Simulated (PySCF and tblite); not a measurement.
The numbers below are computed, except where a source is named.
C₆H₉F₃O, numbered as in [F:1][C:2]([F:3])([F:4])[C@@H:5]1[CH2:6][CH2:7][CH2:8][CH2:9][O:10]1.

Search: ETKDG and KDG, MMFF94s, GFN2-xTB, 90 starts; geometries at PBE0-D3(BJ)/def2-SVP. Energies: PBE0-D3(BJ)/def2-SVPD, with GFN2-xTB thermal terms (modes under about 100 cm⁻¹ blended into free rotors). Symmetry numbers and mirror images are counted. Conformers within 4 kcal/mol (GFN2-xTB free energy) were kept, 5 at most. Couplings: B3LYP/pcSseg-1 with pcJ-1 on H, F (gas phase; spin-dipole term only for pairs with B, N, F, Si or P). Couplings are for ¹⁹F, ¹H. Of two unlike H on one atom, a is the less shielded (PBE0/pcSseg-1). Run with PySCF (density fitting) and tblite.

The 6-ring runs over atoms 5–6–7–8–9–10.

```json
{"conformer": "1", "shape": "6-ring chair (all substituents equatorial)", "weight %": "97.0"}
{"conformer": "2", "shape": "6-ring chair (C2 axial)", "weight %": "2.9"}
{"conformer": "3", "shape": "6-ring twist-boat (ring torsions 62, -25, -36, 66, -27, -36°)", "weight %": "0.1"}
{"conformer": "4", "shape": "6-ring between boat and twist-boat (ring torsions 49, -62, 19, 40, -54, 6°)", "weight %": "0.0"}
```

Dihedral angles along the coupling paths:

```csv
coupling,conformer,dihedral (°)
"³J(H5,H6b)",1,-56
"³J(H5,H6b)",2,44
"³J(H5,H6b)",3,-40
"³J(H5,H6b)",4,1
"³J(H5,H6a)",1,-173
"³J(H5,H6a)",2,-71
"³J(H5,H6a)",3,-156
"³J(H5,H6a)",4,-116
"³J(H6b,H7b)",1,53
"³J(H6b,H7b)",2,-53
"³J(H6b,H7b)",3,62
"³J(H6b,H7b)",4,50
"³J(H6b,H7a)",1,-63
"³J(H6b,H7a)",2,-170
```

**Question.** What are these vicinal couplings in each conformer, and averaged?

**Answer.** 
```
   coupling  conformer  dihedral (°)  J (Hz)  average (Hz)
 ³J(H5,H6b)          1           -56     2.6           2.8
 ³J(H5,H6b)          2            44     8.1           2.8
 ³J(H5,H6b)          3           -40     7.7           2.8
 ³J(H5,H6b)          4             1    13.3           2.8
 ³J(H5,H6a)          1          -173    12.4          12.1
 ³J(H5,H6a)          2           -71     1.1          12.1
 ³J(H5,H6a)          3          -156    12.9          12.1
 ³J(H5,H6a)          4          -116     4.7          12.1
³J(H6b,H7b)          1            53     4.5           4.5
³J(H6b,H7b)          2           -53     5.7           4.5
³J(H6b,H7b)          3            62     3.6           4.5
³J(H6b,H7b)          4            50     6.3           4.5
³J(H6b,H7a)          1           -63     3.2           3.6
³J(H6b,H7a)          2          -170    15.4           3.6
```
